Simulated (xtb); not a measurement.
I (SMILES [I]), doublet; GFN2-xTB run with xtb 6.7.1.

Here is a job for xtb.
```
$ xtb mol.xyz --gfn 2 --uhf 1 --acc 1000 --json

# file mol.xyz
1

I      0.00000000     0.00000000     0.00000000
```

The log (banner, timings and long lists left out):

```
   ID    Z sym.   atoms
    1   53 I      1

           -------------------------------------------------
          |                Calculation Setup                |
           -------------------------------------------------

           -------------------------------------------------
          |                 G F N 2 - x T B                 |
           -------------------------------------------------

          ...................................................
          :                      SETUP                      :
          :.................................................:
          :  # basis functions                  10          :
          :  # atomic orbitals                   9          :
          :  # shells                            3          :
          :  # electrons                         7          :
          :  max. iterations                   250          :
          :  Hamiltonian                  GFN2-xTB          :
          :  restarted?                      false          :
          :  GBSA solvation                  false          :
          :  PC potential                    false          :
          :  electronic temp.          300.0000000     K    :
          :  accuracy                 1000.0000000          :
          :  -> integral cutoff          0.2000000E+02      :
          :  -> integral neglect         0.1000000E-04      :
          :  -> SCF convergence          0.1000000E-02 Eh   :
          :  -> wf. convergence          0.1000000E+00 e    :
          :  Broyden damping             0.4000000          :
          :  net charge                          0          :
          :  unpaired electrons                  1          :
          ...................................................

 iter      E             dE          RMSdq      gap      omega  full diag
   1     -3.7796303 -0.377963E+01  0.940E-14   11.91      11.9  T
   2     -3.7796303  0.000000E+00  0.752E-14   11.91      11.9  T
   3     -3.7796303 -0.710543E-14  0.705E-13   11.91      11.9  T

   *** convergence criteria satisfied after 3 iterations ***

         :::::::::::::::::::::::::::::::::::::::::::::::::::::
         ::                     SUMMARY                     ::
         :::::::::::::::::::::::::::::::::::::::::::::::::::::
         :: total energy              -3.779630263390 Eh    ::
         :: gradient norm              0.000000000000 Eh/a0 ::
         :: HOMO-LUMO gap             11.913563000000 eV    ::
         ::.................................................::
         :: SCC energy                -3.779630263390 Eh    ::
         :: -> isotropic ES            0.000000000000 Eh    ::
         :: -> anisotropic ES          0.000000000000 Eh    ::
         :: -> anisotropic XC          0.000000000000 Eh    ::
         :: -> dispersion              0.000000000000 Eh    ::
         :: repulsion energy           0.000000000000 Eh    ::
         :: add. restraining           0.000000000000 Eh    ::
         :: total charge               0.000000000000 e     ::
         :::::::::::::::::::::::::::::::::::::::::::::::::::::

           -------------------------------------------------
          |                Property Printout                |
           -------------------------------------------------

    * Orbital Energies and Occupations

         #    Occupation            Energy/Eh            Energy/eV
      -------------------------------------------------------------
         1        2.0000           -0.7698765             -20.9494
         2        1.6667           -0.4476126             -12.1802
         3        1.6667           -0.4476126             -12.1802
         4        1.6667           -0.4476126             -12.1802 (HOMO)
         5                         -0.0097972              -0.2666 (LUMO)
         6                         -0.0097972              -0.2666
         7                         -0.0097972              -0.2666
         8                         -0.0097972              -0.2666
         9                         -0.0097972              -0.2666
      -------------------------------------------------------------
                  HL-Gap            0.4378154 Eh           11.9136 eV
             Fermi-level           -0.3378295 Eh           -9.1928 eV

     #   Z          covCN         q      C6AA      α(0)
     1  53 I        0.000     0.000   353.791    32.538

 Mol. C6AA /au·bohr⁶  :        353.790811
 Mol. C8AA /au·bohr⁸  :      32495.511395
 Mol. α(0) /au        :         32.538150

Wiberg/Mayer (AO) data.
largest (>0.10) Wiberg bond orders for each atom

 ---------------------------------------------------------------------------
     #   Z sym  total        # sym  WBO       # sym  WBO       # sym  WBO
 ---------------------------------------------------------------------------
     1  53 I    0.000
 ---------------------------------------------------------------------------

molecular dipole:
                 x           y           z       tot (Debye)
 q only:        0.000       0.000       0.000
   full:        0.000       0.000       0.000       0.000
molecular quadrupole (traceless):
                xx          xy          yy          xz          yz          zz
 q only:        0.000       0.000       0.000       0.000       0.000       0.000
  q+dip:        0.000       0.000       0.000       0.000       0.000       0.000
   full:       -0.000      -0.000       0.000       0.000      -0.000      -0.000

           -------------------------------------------------
          | TOTAL ENERGY               -3.779630263390 Eh   |
          | GRADIENT NORM               0.000000000000 Eh/α |
          | HOMO-LUMO GAP              11.913563000000 eV   |
           -------------------------------------------------

normal termination of xtb
```
